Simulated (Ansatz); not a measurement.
Relaxation of C2H5BOS2 (11 atoms, charge 0, multiplicity 1), to a largest force component of 0.015 eV/Å in at most 40 steps.

Computed with RKS PBE-D4/6-31G* (Ansatz).

```xyz
11
Properties=species:S:1:pos:R:3
B 0.593 -2.147 -1.330
C 0.651 -1.160 -0.103
O 1.686 -0.622 0.150
S -0.700 -0.860 0.936
S -0.213 -2.472 2.273
C -1.392 -3.617 1.443
H -0.457 -2.618 -1.599
H 1.526 -2.278 -2.035
H -2.464 -3.207 1.489
H -1.379 -4.587 1.933
H -1.121 -3.722 0.379
```

Where does it end, and by what steps?

It converged. After 25 steps the energy has fallen by 2.181 eV; O3 moved furthest, 1.80 Å. Joined: B1–S5.

```csv
step,energy less start (eV),largest force component (eV/Å),accepted
0,0.0000,3.194,yes
1,-0.3935,1.504,yes
2,-0.6014,1.890,yes
3,-0.7816,0.924,yes
4,-0.9151,0.616,yes
5,-1.0008,0.848,yes
6,-1.0926,1.360,yes
7,-1.2617,1.425,yes
8,-1.4695,1.740,yes
9,-1.6968,1.278,yes
10,-1.9005,1.106,yes
11,-2.0025,1.136,yes
12,-1.7347,7.767,no
13,-2.0584,0.430,yes
14,-2.0836,0.146,yes
15,-2.1082,0.177,yes
16,-2.1370,0.269,yes
17,-2.1054,1.139,no
18,-2.1547,0.137,yes
19,-2.1648,0.186,yes
20,-2.1679,0.440,yes
21,-2.1771,0.214,yes
22,-2.1802,0.077,yes
23,-2.1807,0.024,yes
24,-2.1808,0.016,yes
25,-2.1808,0.010,yes
```

```xyz
11
Properties=species:S:1:pos:R:3
B 0.731 -2.503 -0.531
C 0.467 -0.927 -0.346
O 0.494 0.062 -1.006
S 0.074 -0.892 1.664
S 0.196 -2.958 1.342
C -1.546 -3.479 1.128
H 0.018 -3.080 -1.324
H 1.915 -2.735 -0.647
H -2.059 -3.420 2.098
H -1.524 -4.523 0.775
H -2.036 -2.835 0.382
```

Whether the end is a true minimum wasn't checked by a vibrational analysis.

Time of the run: 73 s on 2 threads of Arm Neoverse V1, on a shared host, peak memory 0.16 GiB.
